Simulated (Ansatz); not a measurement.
# A family of molecules: the atomisation energy (no zero-point term)

One atom is swapped for its congeners: B(NH2)2F; B(NH2)2Cl; B(NH2)2Br. All are singlets with charge 0.

Shapes, held fixed at every level: PBE0-D4/def2-TZVP. Programs: Ansatz 0.2.0. Values in eV.

```csv
level,B(NH2)2F,B(NH2)2Br
PBE-D4/def2-TZVPP,34.05,31.48
B3LYP-D4/def2-TZVPP,33.42,30.82
BHLYP-D4/def2-TZVPP,32.23,29.79
r2SCAN0-D4/def2-TZVPP,32.52,30.13
MP2/def2-TZVPP,32.88,30.26
CCSD(T)/def2-TZVPP,32.11,29.59
```

Q: Estimate the column for B(NH2)2Cl from its neighbours.

A: The mean of the neighbours at CCSD(T)/def2-TZVPP is 30.85 eV, against 30.18 from the run: the member lies nearer Br. All rows: PBE-D4/def2-TZVPP 32.13; B3LYP-D4/def2-TZVPP 31.46; BHLYP-D4/def2-TZVPP 30.43; r2SCAN0-D4/def2-TZVPP 30.76; MP2/def2-TZVPP 30.87; CCSD(T)/def2-TZVPP 30.18 eV. At CCSD(T)/def2-TZVPP the atomisation energy falls at every step, from 32.11 to 29.59 eV. Every level shows the same order. Relativity is left out for Br unless named. Correlated rows may include outer-core shells of Br, which these sets cover unevenly. Spin-orbit coupling, which grows down the group, is left out (summed over each molecule's free atoms 0.02, 0.04, 0.15 eV).
